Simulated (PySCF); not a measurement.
## Molecular orbitals of WF⁺

TPSSh at R = 1.787 Å; W def2-TZVPPD with ECP60, F def2-TZVPPD; scalar-relativistic core potentials (PySCF 2.14). State: ⁵Π (quintet), unpaired electrons σ ↑, π ↑, δ ↑↑. Only the outer orbitals are listed, counted within each symmetry, core potentials removing the inner ones.

| spin | orbital | occ. | ε (eV) | on W (%) | main shells (%) |
| --- | --- | --- | --- | --- | --- |
| α | 4σ | 1 | -37.94 | 9 | 91 F s |
| α | 5σ | 1 | -19.38 | 20 | 76 F p, 16 W d |
| α | 2π | 1 | -18.71 | 17 | 83 F p, 15 W d |
| α | 2π | 1 | -18.45 | 15 | 84 F p, 13 W d |
| α | 1δ | 1 | -13.67 | 99 | 76 W d, 23 W s |
| α | 1δ | 1 | -13.50 | 100 | 100 W d |
| α | 6σ | 1 | -13.17 | 101 | 51 W s, 50 W d |
| α | 3π | 1 | -12.70 | 87 | 84 W d, 13 F p |
| α | 3π | 0 | -11.17 | 88 | 86 W d, 12 F p |
| α | 7σ | 0 | -9.17 | 91 | 45 W d, 25 W s, 20 W p |
| α | 4π | 0 | -6.49 | 101 | 98 W p |
| β | 1π | 1 | -49.99 | 100 | 100 W p |
| β | 1π | 1 | -49.07 | 100 | 100 W p |
| β | 4σ | 1 | -37.87 | 9 | 90 F s |
| β | 5σ | 1 | -19.24 | 16 | 80 F p, 12 W d |
| β | 2π | 1 | -18.48 | 10 | 90 F p, 8 W d |
| β | 2π | 1 | -18.07 | 9 | 91 F p |
| β | 6σ | 0 | -10.00 | 101 | 76 W s, 24 W d |
| β | 3π | 0 | -9.61 | 93 | 91 W d |
| β | 1δ | 0 | -9.11 | 100 | 100 W d |

**Question.** Which are the highest filled and the lowest empty level, where do they sit, and how wide is the gap?

**Answer.** Highest filled α 3π at -12.70 eV (in %: 84 W d, 13 F p); lowest empty α 3π at -11.17 eV (in %: 86 W d, 12 F p); the gap at TPSSh is 1.53 eV. Both belong to one degenerate shell, split only by its one-sided filling, so this is no excitation gap.

The bond order (Mayer) is 1.34, the ⟨S²⟩ is 6.010 and the charge on W (Mulliken, basis-dependent) is 1.14. The charge on W (Löwdin, basis-dependent) is 1.27 and the dipole moment (positive dipole points towards F; it is taken about the centre of mass and depends on that origin) is -2.90 D.

Shares are Mulliken populations and can fall outside 0 to 100 %.

Spin–orbit coupling is left out. The state is the lowest single determinant that the PBE0 search found; with open d or f shells the true ground state can be another one.
